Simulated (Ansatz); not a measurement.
`OCC[AsH2]` + `C[SeH]` → `C[Se][AsH2]` + `CCO` at 600 K and 1 bar (ligand exchange at the As–C bond).

Calculated with Ansatz (gas phase, PBE0-D4/def2-TZVP geometries, no zero-point term in ΔE). CBS: MP2 limit from def2 TZ/QZ plus the TZ coupled-cluster correction, frozen cores. For As, Se outer-core shells are correlated without core-valence functions, which leaves a few kJ/mol of doubt a bond. Scalar relativity is left out up to krypton. Each species was taken in one conformer, which may not be the lowest.

```tsv
species	CCSD(T)/CBS energy (Eh)	H − E (kJ/mol)	S (J/(mol·K))
`OCC[AsH2]`	-2390.47824	283.3	415.8
`C[SeH]`	-2441.15625	149.5	312.9
`C[Se][AsH2]`	-4676.77761	189.4	407.9
`CCO`	-154.88256	250.6	328.9
```

H − E and S are ideal-gas, rigid-rotor, harmonic terms from PBE0-D4/def2-TZVP, for one conformer and one mirror image of each species. 1 Eh = 2625.50 kJ/mol, R = 8.31446 J/(mol·K).

Problem. By hand: ΔE, ΔH, ΔS and ΔG.

Solution. ΔE = (-4676.77761) + (-154.88256) − (-2390.47824) − (-2441.15625) = -0.02568 Eh = -67.4 kJ/mol. Δ(H − E) = 189.4 + 250.6 − 283.3 − 149.5 = 7.2, so ΔH = -60.2 kJ/mol. ΔS = 407.9 + 328.9 − 415.8 − 312.9 = 8.1 J/(mol·K). ΔG = -60.2 − 600 × (8.1)/1000 = -65.1 kJ/mol.

Problem. By hand: the equilibrium constant, and the temperature at which ΔG would vanish if ΔH and ΔS stayed fixed.

Solution. log₁₀ K = −ΔG/(RT ln 10) = 5.7. ΔH and −TΔS have one sign here, so there is no such temperature.

The number of gas molecules stays the same, so ΔS is small and ΔH decides. A doubt of 5 kJ/mol in ΔE shifts log₁₀ K by 0.4 here. Other conformers and mirror images would add mixing entropy, several J/(mol·K) or more a flexible species. These are equilibria of isolated gas molecules and say nothing of rates. Largest T1 diagnostic: 0.011 (customary marks: 0.02 for closed shells, 0.045 for open ones).

ΔS is within the doubt of such terms, so its sign, and with it that verdict, could turn.
